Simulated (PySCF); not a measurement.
C4H12GeOSi.
Structure used (PBE0-D3(BJ)/def2-SVP), in Å, numbered top down from 1:
```xyz
19
C4H12GeOSi angstrom
C     -1.948    0.157   -0.933
C     -1.247    0.368    0.188
C     -1.439    1.573    1.058
Ge     0.115   -0.920    0.715
C      0.277   -2.397   -0.535
O      1.678   -0.040    0.747
Si     2.461    0.982   -0.288
H     -1.794   -0.724   -1.564
H     -2.715    0.866   -1.271
H     -2.208    2.252    0.657
H     -1.737    1.282    2.080
H     -0.498    2.139    1.159
H     -0.073   -1.390    2.170
H      0.480   -2.022   -1.549
H      1.109   -3.048   -0.231
H     -0.646   -2.994   -0.555
H      2.650    0.358   -1.637
H      1.700    2.259   -0.477
H      3.800    1.303    0.285
```

Level: CAM-B3LYP/def2-SVPD in PySCF, non-relativistic, on one gas-phase PBE0-D3(BJ)/def2-SVP geometry that isn't relaxed in the solvent. The solvent is an IEF-PCM continuum (cavity from Bondi-type radii × 1.2), and excitations are vertical TDDFT with non-equilibrium linear response and a frozen core. The model holds no explicit solvent molecules, cavitation or dispersion. Spin–orbit coupling is left out although an atom past zinc is present.

Gas-phase singlets (H = HOMO, L = LUMO):

```csv
state,E (eV),λ (nm),f,leading configurations
S1,6.360,195,0.002,H-1→L 73%
S2,6.900,180,0.265,H→L 84%
S3,7.056,176,0.040,"H-2→L 54%, H-1→L 12%, H-1→L+2 9%"
S4,7.308,170,0.009,"H→L+1 59%, H-1→L+2 9%"
S5,7.380,168,0.013,"H→L+1 18%, H-1→L+2 18%, H-3→L 16%"
```

Question: What are the lowest 5 singlets in dimethylsulfoxide (ε = 46.83)?

Answer: 
| state | E (eV) | λ (nm) | f | leading configurations | change by rank (eV) |
| --- | --- | --- | --- | --- | --- |
| S1 | 6.343 | 195 | 0.003 | H-1→L 76% | -0.017 |
| S2 | 6.731 | 184 | 0.391 | H→L 87% | -0.169 |
| S3 | 7.065 | 175 | 0.021 | H-2→L 61%, H-1→L 10%, H-1→L+2 8% | +0.009 |
| S4 | 7.307 | 170 | 0.015 | H→L+1 56% | -0.001 |
| S5 | 7.382 | 168 | 0.015 | H-3→L 17%, H-1→L+2 16%, H→L+1 14% | +0.002 |

Question: How do the frontier levels move from gas to dimethylsulfoxide?

Answer: 
| orbital | gas (eV) | solvent (eV) | change (eV) |
| --- | --- | --- | --- |
| LUMO+2 | 1.48 | 1.53 | +0.05 |
| LUMO+1 | 1.05 | 1.18 | +0.13 |
| LUMO | 0.59 | 0.68 | +0.09 |
| HOMO | -9.05 | -8.89 | +0.16 |
| HOMO-1 | -9.36 | -9.27 | +0.09 |
| HOMO-2 | -9.64 | -9.64 | 0.00 |
| HOMO-3 | -10.36 | -10.35 | +0.01 |

The HOMO–LUMO gap goes from 9.64 to 9.57 eV. Rows go by rank; for LUMO+2 the atom shares or the degeneracy differ between the runs, so the row needn't follow one orbital.
